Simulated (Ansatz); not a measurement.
Consider the formal exchange of groups at a Ga–O bond: `C[CH](C)[Ga]([OH])[OH]` + propane → `C[CH](C)[Ga]([OH])[CH](C)C` + H₂O.

Gas-phase electronic energies from Ansatz, PBE0-D4/def2-TZVP geometries. CBS: MP2 limit from def2 TZ/QZ plus the TZ coupled-cluster correction, frozen cores. This one scheme is used for every species. Functionals use def2-TZVPP. For Ga outer-core shells are correlated without core-valence functions, which leaves a few kJ/mol of doubt a bond. Scalar relativity is left out up to krypton. Each species was taken in one conformer, which may not be the lowest.

```
             level  ΔE (kJ/mol)
            r2SCAN        100.2
CCSD(T)/def2-TZVPP         90.9
```

Problem. What does CCSD(T)/CBS give? (Best estimate.)

Solution. The calculation gave: +86.5 kJ/mol. The listed levels differ from it by 13.7, 4.4 kJ/mol.

Largest T1 diagnostic among the species: 0.013.

In def2-TZVPP, CCSD(T) changes the Hartree–Fock value by −31.6 kJ/mol (the triples alone add −3.7 kJ/mol) and MP2 by −33.3 kJ/mol. The D4 term adds −14.2 kJ/mol with B3LYP and −8.4 kJ/mol with PBE0; it sums over pairs of atoms, weighted by their polarisabilities, and B3LYP, whose exchange is more repulsive, gets the larger term.

B3LYP here is the variant with VWN-RPA as its local correlation; programs differ in this.
